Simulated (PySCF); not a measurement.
Dipole response of Cs (caesium, neutral)

[Xe] 6s1, 2S determinant. Computed with PySCF 2.14 in aug-cc-pwCVTZ-X2C (11s10p8d4f, 109 functions), with scalar relativity by spin-free X2C-1e. Coupled (time-dependent) response in atomic units; α is the mean over directions.

```csv
method,mean α (bohr³),C₆ (like pair),S(−4)
M06-2X,477.3,8866,196800
TPSSh,651.8,13650,384400
```

S(−4) is the Cauchy moment in α(ω) = α(0) + S(−4) ω² + …

Reference α: 400.9 ± 0.7 bohr³ (recommended; Schwerdtfeger and Nagle, table of static dipole polarizabilities (2023 update)). Published C₆: 6660 (Gould and Bucko (2016)).

α(iu) at TPSSh:

```csv
u (hartree),α(iu) (bohr³)
0,651.8
0.0500,269.3
0.100,106.3
0.200,40.25
0.300,25.03
0.500,14.71
0.750,9.378
1.00,6.534
1.50,3.705
2.00,2.409
3.00,1.290
5.00,0.5681
```

Spin-orbit coupling, which splits the p, d and f shells strongly at this Z, is absent.
